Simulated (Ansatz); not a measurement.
C₂H₇BFN, relaxed with RKS PBE-D4/def2-SVP in Ansatz from a rough embedded geometry. The force threshold is 0.03 eV/Å; the program also tests the step.

Charge 0, multiplicity 1. The bonds changed during the relaxation, so this is another structure than the one it started from.

Start:

```xyz
12

C     0.970    1.055   -0.996
B     0.068   -0.205   -0.868
C    -0.882   -0.396    0.393
N    -0.128   -0.528    1.643
F    -1.578   -1.617    0.261
H     0.635    1.650   -1.939
H     2.003    0.814   -1.054
H     0.743    1.750   -0.122
H     0.099   -1.040   -1.762
H    -1.613    0.398    0.415
H     0.458   -1.350    1.615
H    -0.775   -0.532    2.413
```

Problem. How much energy does the relaxation release, and in how many steps? (Best estimate.)

Solution. Computed: 16.20 kcal/mol, in 28 steps, 1 of them rejected.

Problem. Which bonds change most? (An estimate is asked.)

Solution. The calculation gave: B2–N4 from 2.540 to 1.662 Å; C1–H6 from 1.164 to 1.111 Å; C1–H7 from 1.063 to 1.111 Å; C1–B2 from 1.555 to 1.595 Å.

Problem. Give the relaxed structure. (Best estimate.)

Solution. Computed: 
```xyz
12

C     0.876    1.077   -0.837
B     0.175   -0.321   -0.526
C    -1.201   -0.381    0.230
N    -0.001   -0.688    1.085
F    -2.052   -1.455    0.176
H     0.651    1.383   -1.881
H     1.983    1.024   -0.756
H     0.533    1.910   -0.183
H     0.500   -1.336   -1.121
H    -1.737    0.517    0.599
H     0.062   -1.676    1.351
H     0.212   -0.054    1.863
```
